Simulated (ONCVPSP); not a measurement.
# helium (He): one change to an ONCV potential, before and after

```json
{
  "Element": "He (Z = 2)",
  "Generator": "ONCVPSP 4.0.1",
  "Type": "optimised norm-conserving Vanderbilt (ONCV)",
  "Functional": "PBE",
  "Relativity": "scalar-relativistic",
  "Frozen core": "none",
  "Valence charge": "2",
  "Reference configuration": "1s2",
  "Partial waves": "1s: rc 0.50 bohr, ncon 3, nbas 6, qcut 10.4 1/bohr, 2 projectors, debl 1.2 Ha; p scattering state at 0.22 Ha: rc 0.40 bohr, ncon 4, nbas 7, qcut 18.1 1/bohr, 2 projectors, debl 1.9 Ha",
  "Local potential": "polynomial inside 0.30 bohr (lpopt 5, dvloc0 0 Ha)",
  "Core correction": "none"
}
```

All-electron outer shells of the reference configuration (PBE, scalar-relativistic, ld1.x):

| shell | level (eV) | outermost node (bohr) | outermost maximum (bohr) |
| --- | --- | --- | --- |
| 1s | -15.76 | – | 0.56 |

Change: s: qcut 13.6.

Cutoffs: the cutoffs (Ha) at which the residual kinetic energy of the hardest occupied pseudo-wave falls to 1 and 0.1 mHa per electron; they do not see the model core or the augmentation charge, which bear on the density cutoff. Errors are all-electron minus pseudo energies relative to the spin-unpolarised reference configuration.

Q: What does the change do?

A: The potential gets softer (149 Ha and 364 Ha → 79 Ha and 192 Ha); neither file shows a bound ghost.

| quantity | base | changed |
| --- | --- | --- |
| cutoff, loose | 149 Ha | 79 Ha |
| cutoff, tight | 364 Ha | 192 Ha |
| bound ghosts | none | none |
| GHOST(+) flags under 300 eV | none | none |
| error for 1s1, meV [ΔE 26.96 eV] | +4.1 | +2.9 |
| error for 1s1.5, meV [ΔE 10.55 eV] | -0.8 | -0.4 |
| s: phases at 0.51 bohr within 0.05 rad from the reference energy up to (Ha; the scan ends near 5) | to the end of the scan | to the end of the scan |
| p: phases at 0.41 bohr within 0.05 rad from the reference energy up to (Ha; the scan ends near 5) | to the end of the scan | to the end of the scan |
